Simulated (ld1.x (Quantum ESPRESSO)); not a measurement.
# Transferability test, PAW potential for As

| Property | Result |
| --- | --- |
| Element | As (Z = 33) |
| Generator | ld1.x (Quantum ESPRESSO) 7.5 |
| Type | PAW |
| Functional | PBEsol |
| Relativity | non-relativistic |
| Frozen core | [Ar] |
| Valence charge | 15 |
| Reference configuration | 3d10 4s2 4p3 |
| Partial waves | 4s (bound): rcut 1.30, rcutus 1.50 bohr; 4s channel at -0.1 Ry: rcut 1.30, rcutus 1.50 bohr; 4p (bound): rcut 1.75, rcutus 2.25 bohr; 4p channel at 2.6 Ry: rcut 1.75, rcutus 2.25 bohr; 3d (bound): rcut 0.85, rcutus 0.90 bohr; 3d channel at -1.35 Ry: rcut 0.85, rcutus 0.90 bohr |
| Local potential | all-electron potential smoothed inside 0.90 bohr (lloc = -2) |
| Core correction | a·sin(br)/r model core, default radius (core density twice the valence density) |
| Augmentation charge | PSQ, inside the norm-conserving radii |

Energies are relative to the spin-unpolarised reference configuration 3d10 4s2 4p3; without spin polarisation the order of configurations can differ from experiment. The frozen-core shift is the all-electron ΔE with the core orbitals held at their reference shape minus the fully relaxed ΔE.

```tsv
valence configuration	charge	ΔE all-electron (eV)	error AE − PS (meV)	frozen-core shift (meV)
3d10 4s2 4p2	+1	9.188	+0.2	+0.1
3d10 4s2 4p1	+2	27.137	+0.5	+0.7
3d10 4s2 4p0	+3	54.831	-1.2	+3.7
3d9 4s2 4p3	+1	51.991	-222	+376
3d10 4s2 4p3.3	-0.3	-1.245	0.0	0.0
3d10 4s1 4p3	+1	18.773	-0.5	+0.7
```

**Question.** What are ΔE and the potential's error for 3d10 4s1 4p4?

**Answer.** ΔE = 8.932 eV all-electron; the error (AE − PS) is 0.0 meV.

Levels in the configuration 3d10 4s2 4p2:

```csv
level,all-electron (eV),pseudo (eV)
3d,-51.467,-51.478
4s,-22.883,-22.883
4p,-13.375,-13.375
```

Note: ghost state, extra bound levels that the all-electron valence spectrum of the same l lacks: s at -41.9 eV. A true bound ghost makes a file unfit for plane-wave use.
